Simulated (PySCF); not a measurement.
# Energy profile

The step: SiClF + HCl → SiCl₂ + HF; bonds formed: Si1–Cl5, F2–H3; bonds broken: Si1–F2, H3–Cl5 (atoms numbered as in the saddle structure below).

Si1  (0.872, 0.146, 0.700)
F2  (0.604, 0.014, -1.139)
H3  (-0.272, -0.701, -0.850)
Cl4  (-0.227, 1.896, 0.936)
Cl5  (-0.977, -1.354, 0.353)
(Å)

Electronic energies by CCSD(T) at an estimated basis limit (MP2 extrapolated from triple and quadruple zeta, plus CCSD(T) − MP2 in triple zeta), on PBE0-D4/def2-TZVP structures; SiHCl2F, singlet; no counterpoise correction. Program: PySCF 2.14 with density fitting (its default auxiliary sets; JK sets also for MP2 and CCSD(T)). Basis: def2-TZVPP and def2-QZVPP. Cores are frozen in the correlated methods. Extrapolation: Hartree–Fock as exp(−7.88 √X), correlation as X^−2.97.

**Question.** Give the profile in kcal/mol, counted from the separated reactants. (An estimate is asked for; the value comes from the calculation.)

**Answer.** By the calculation:
```json
{"point": "separated: SiClF (linked as [F][Si][Cl]; Si1, F2, Cl4; singlet) + HCl (H3, Cl5; singlet)", "kcal/mol": "0.00"}
{"point": "start structure", "kcal/mol": "-2.45"}
{"point": "saddle", "kcal/mol": "16.62"}
{"point": "end structure", "kcal/mol": "6.33"}
{"point": "separated: SiCl2 (linked as [Cl][Si][Cl]; Si1, Cl4, Cl5; singlet) + HF (F2, H3; singlet)", "kcal/mol": "9.50"}
```

No T1 diagnostic of these runs exceeds 0.014. The restricted Hartree–Fock reference is unstable towards an unrestricted one at one or more of these structures.

For scale, one of the runs: CCSD(T)/def2-TZVPP, 171 basis functions, launched by `OMP_NUM_THREADS=4 python run.py`. The run took 3.3 min on 4 CPU threads of an Arm Neoverse V1 (shared host), with 1.6 GiB of host memory at its peak.
